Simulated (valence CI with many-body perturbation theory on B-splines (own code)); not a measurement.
Energy levels of Mn IV

Level of theory: relativistic CI+MBPT: four valence electrons over a frozen Dirac-Fock core [Ar], a basis of 9 s, 9 p, 10 d, 8 f, 5 g, 3 h, 1 i functions for each j, with the one-electron correlation potential Σ1 (screened to all orders), the two-electron term Σ2, the three-electron term Σ3, Breit, model QED; selected single and double excitations, second order for the rest, scaled by the run's own slope (own B-spline code, finite nucleus).

Set against measurement, 35 paired levels are off by 1573 cm⁻¹ on average, the worst by 4245. These come from a selection out of Corliss and Sugar, J. Phys. Chem. Ref. Data 6, 1253 (1977). Levels without a partner in it may be off by more, other configurations by 1,000 to 8,000 cm⁻¹. Among the levels kept, up to 290 cm⁻¹ of a level comes from second order outside the variational space, and about a tenth of that is noise between levels of different J, which matters for small intervals. Only levels of the ground parity were solved; by the run's estimate the other parity begins above the list, which can be wrong where configurations are misplaced.

Levels 1 to 45 of 64, with energies above the lowest level, 3d⁴ ⁵D_0. "Leading %" is the weight of the configuration and term that name the level; weights of strongly mixed levels are sums over their largest components and can fall short. Lifetimes count E1, E2, E3, M1 and M2 decay at the calculated energies, and are blank where another channel may lead or the interval is too uncertain; long ones can be off by a factor of two.

```csv
No.,Configuration,Term,J,E (cm⁻¹),Leading %,Second component,Lifetime
1,3d⁴,⁵D,0,0.0,99,,
2,3d⁴,⁵D,1,99.0,99,,19100 s
3,3d⁴,⁵D,2,285,99,,2750 s
4,3d⁴,⁵D,3,548,99,,1180 s
5,3d⁴,⁵D,4,878,99,,1030 s
6,3d⁴,³H,4,20414,98,,1680 s
7,3d⁴,³H,5,20603,98,,5440 s
8,3d⁴,³H,6,20806,99,,5190 s
9,3d⁴,³P,0,21029,98,,1.62 s
10,3d⁴,³P,1,21640,99,,1.90 s
11,3d⁴,³P,2,22667,98,,3.06 s
12,3d⁴,³F,2,22718,98,,6.08 s
13,3d⁴,³F,3,22775,95,,3.26 s
14,3d⁴,³F,4,22864,95,,2.37 s
15,3d⁴,³G,3,24987,96,,
16,3d⁴,³G,4,25211,95,,
17,3d⁴,³G,5,25403,98,,
18,3d⁴,¹I,6,30689,99,,8.83 s
19,3d⁴,¹G,4,30863,98,,2.49 s
20,3d⁴,³D,3,31478,99,,3.55 s
21,3d⁴,³D,2,31567,99,,4.28 s
22,3d⁴,³D,1,31671,99,,3.42 s
23,3d⁴,¹S,0,34471,98,,
24,3d⁴,¹D,2,39551,98,,1.92 s
25,3d⁴,¹F,3,44995,99,,
26,3d⁴,³F,4,53176,99,,
27,3d⁴,³F,2,53213,99,,
28,3d⁴,³F,3,53242,98,,
29,3d⁴,³P,2,53313,99,,
30,3d⁴,³P,1,54030,99,,
31,3d⁴,³P,0,54371,99,,
32,3d⁴,¹G,4,60626,99,,
33,3d⁴,¹D,2,80687,98,,33.1 ms
34,3d⁴,¹S,0,104605,98,,27.6 ms
35,3d³4s,⁵F,1,107949,98,,482 μs
36,3d³4s,⁵F,2,108160,98,,480 μs
37,3d³4s,⁵F,3,108460,98,,477 μs
38,3d³4s,⁵F,4,108851,98,,474 μs
39,3d³4s,⁵F,5,109322,98,,470 μs
40,3d³4s,³F,2,115723,97,,323 μs
41,3d³4s,³F,3,116232,97,,322 μs
42,3d³4s,³F,4,116870,97,,320 μs
43,3d³4s,⁵P,1,124359,98,,250 μs
44,3d³4s,⁵P,2,124548,97,,249 μs
45,3d³4s,⁵P,3,124929,98,,247 μs
```

The ionisation energy to 3d³ ⁴F3/2 of the next ion comes out as 50.732 eV (NIST: 51.21 ± 0.12 eV (semi-empirical), further off than twice its uncertainty). All 64 levels together are meant to be complete up to 140083 cm⁻¹.
